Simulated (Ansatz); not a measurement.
HN2, SMILES [N][NH] (connectivity only; charge and spin as stated), neutral, multiplicity 2.

Geometry optimised at PBE-D3(BJ)/def2-TZVPD.

Two levels are set side by side: PBE/def2-TZVPD (Ansatz, an electronic-structure program) and ωB97X-V/def2-TZVPD (Ansatz). Energy differences of separate SCF runs at the same geometry; the states with an electron removed or added have multiplicity 1 and 1. Differences are taken from unrounded values.

```
quantity                         ωB97X-V   PBE  PBE minus ωB97X-V
-------------------------------  -------  ----  -----------------
vertical ionisation energy (eV)     9.50  9.41              -0.08
```

On these quantities the two levels nearly agree.
